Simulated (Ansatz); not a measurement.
SnF2: single points at one geometry.

```yaml
crystal:
  periodic: [false, false, false]
  atoms:
    - {symbol: Sn, position_ang: [0.227622, 0.833105, -0.093687]}
    - {symbol: F, position_ang: [1.270282, -0.823724, -0.211095]}
    - {symbol: F, position_ang: [-1.497904, -0.009390, 0.304782]}
basis:
  gaussian: {orbitals: def2-TZVPD, initial_orbitals: start.molden}
hamiltonian: {xc: r2scan, dispersion: d4}
scf: {omitted_lower_state_checks: [starts]}
output: {orbitals: {seedname: orbitals}}
```

The file start.molden holds the orbitals of an earlier run on this structure, at another level or in another basis.

```sh
$ ansatz run in.yaml --threads 4 --pin off --events-out ev --progress --plain --max-ram 3916MiB
```

Output, abridged:

```
Functional definition: r2SCAN
798 factors; their error is unknown
mean field evaluation 1: about -11270.1147 eV, gradient 6.8e0 eV
mean field evaluation 2: about -11270.2201 eV, gradient 1.8e-1 eV
mean field evaluation 4: about -11270.2251 eV, gradient 3.0e-1 eV
mean field evaluation 8: about -11270.2252 eV, gradient 1.8e-5 eV
mean field -11270.22518706 eV, -414.1731363914 hartree, gradient 1.8e-5 eV, S^2 0.000000; 0 other end points of the search recorded, 0 dependent functions left out
reference -11270.22520378 eV, -414.1731370059 hartree; 20, 20 occupied and 116, 116 virtual orbitals, 798 factors
Total energy: -11270.23408721 eV, -414.1734634659 hartree
Checks for a lower state left out: starts
```

Run time 1.7 s (4 threads of Arm Neoverse V1 on a shared host).

The first input with `gaussian: {orbitals: def2-TZVP, initial_orbitals: start.molden}` (abridged; 1.3 s):

```
Functional definition: r2SCAN
mean field -11270.15121286 eV, -414.1704178897 hartree, gradient 8.7e-6 eV, S^2 0.000000
Total energy: -11270.16010708 eV, -414.1707447461 hartree
Checks for a lower state left out: starts
```

As the first input, with `gaussian: {orbitals: def2-TZVP, initial_orbitals: start.molden}`, `hamiltonian: {xc: pbe0, dispersion: d4}` and without the key `scf` (abridged; 1 s):

```
Functional definition: PBE0
mean field evaluation 16: about -11265.0627 eV, gradient 3.9e-2 eV
mean field -11265.06269260 eV, -413.9834182192 hartree, gradient 1.4e-5 eV, S^2 0.000000; 1 other end points of the search recorded, 0 dependent functions left out
Total energy: -11265.09858028 eV, -413.9847370672 hartree
```

As the first input, with `correlation: {method: ccsd_t}` and without the key `hamiltonian` (abridged; 4.2 s):

```
Functional definition: HF
mean field -11222.16032018 eV, -412.4067851131 hartree, gradient 5.3e-6 eV, S^2 0.000000
6 core orbitals not correlated: weight in the atoms' cores, before any rotation towards them, 1.000 or more for the frozen orbitals, at most 0.000 for the correlated occupied ones
second order -22.24756036 eV of doubles, -0.00000000 eV of singles
cycle   1  -21.25666744 eV  change    9.9e-1 eV  update   1.3e-1
cycle   2  -21.78126608 eV  change   -5.2e-1 eV  update   5.0e-2
cycle   3  -21.91226643 eV  change   -1.3e-1 eV  update   2.5e-2
cycle   4  -21.90078588 eV  change    1.1e-2 eV  update   7.8e-3
cycle   5  -21.89240054 eV  change    8.4e-3 eV  update   3.1e-3
cycle   6  -21.89305142 eV  change   -6.5e-4 eV  update   1.2e-3
cycle   7  -21.89352052 eV  change   -4.7e-4 eV  update   4.7e-4
cycle   8  -21.89328857 eV  change    2.3e-4 eV  update   1.6e-4
cycle   9  -21.89325453 eV  change    3.4e-5 eV  update   5.5e-5
cycle  10  -21.89332932 eV  change   -7.5e-5 eV  update   2.1e-5
cycle  11  -21.89329147 eV  change    3.8e-5 eV  update   9.2e-6
cycle  12  -21.89328909 eV  change    2.4e-6 eV  update   3.5e-6
perturbative correction -0.69835458 eV, -0.0256640576 hartree
Total energy: -11244.75196385 eV, -413.2370127048 hartree
Checks for a lower state left out: starts
```

The first input with `hamiltonian: {xc: pbe0, dispersion: d4}` (abridged; 1 s):

```
Functional definition: PBE0
mean field -11265.13929549 eV, -413.9862333237 hartree, gradient 8.4e-6 eV, S^2 0.000000
Total energy: -11265.17519444 eV, -413.9875525858 hartree
Checks for a lower state left out: starts
```

As the first input, with `gaussian: {orbitals: def2-TZVPP, initial_orbitals: start.molden}`, `correlation: {method: ccsd_t}` and without the key `hamiltonian` (abridged; 2.7 s):

```
Functional definition: HF
mean field -11222.09877641 eV, -412.4045234213 hartree, gradient 5.5e-6 eV, S^2 0.000000
6 core orbitals not correlated: weight in the atoms' cores, before any rotation towards them, 1.000 or more for the frozen orbitals, at most 0.000 for the correlated occupied ones
second order -22.02834461 eV of doubles, -0.00000000 eV of singles
cycle   1  -21.08518107 eV  change    9.4e-1 eV  update   1.3e-1
cycle   2  -21.58747991 eV  change   -5.0e-1 eV  update   4.7e-2
cycle   3  -21.71381025 eV  change   -1.3e-1 eV  update   2.4e-2
cycle   4  -21.70277728 eV  change    1.1e-2 eV  update   7.8e-3
cycle   5  -21.69524124 eV  change    7.5e-3 eV  update   3.2e-3
cycle   6  -21.69599737 eV  change   -7.6e-4 eV  update   1.3e-3
cycle   7  -21.69640325 eV  change   -4.1e-4 eV  update   4.4e-4
cycle   8  -21.69615369 eV  change    2.5e-4 eV  update   1.4e-4
cycle   9  -21.69613354 eV  change    2.0e-5 eV  update   5.4e-5
cycle  10  -21.69619582 eV  change   -6.2e-5 eV  update   1.8e-5
cycle  11  -21.69616327 eV  change    3.3e-5 eV  update   7.5e-6
perturbative correction -0.65695324 eV, -0.0241425863 hartree
Total energy: -11244.45189292 eV, -413.2259853016 hartree
Checks for a lower state left out: starts
```

As the first input, with `gaussian: {orbitals: def2-TZVP, initial_orbitals: start.molden}`, `hamiltonian: {xc: pbe}`, `correlation: {method: rpa}` and without the key `output` (abridged; 1.3 s):

```
Functional definition: PBE
mean field -11265.19894511 eV, -413.9884254066 hartree, gradient 7.5e-6 eV, S^2 0.000000
6 core orbitals not correlated: weight in the atoms' cores, before any rotation towards them, 1.000 or more for the frozen orbitals, at most 0.000 for the correlated occupied ones
Total energy: -11252.21900217 eV, -413.5114213019 hartree
Checks for a lower state left out: starts
```

Geometry: PBE-D4/def2-TZVP.

In the def2 sets Sn takes a core potential; there is no spin–orbit coupling. Correlated methods freeze 6 core orbitals; core or outer-core shells of Sn are correlated, in sets that lack core-valence functions. The structure comes from a short search, and lower isomers may exist.
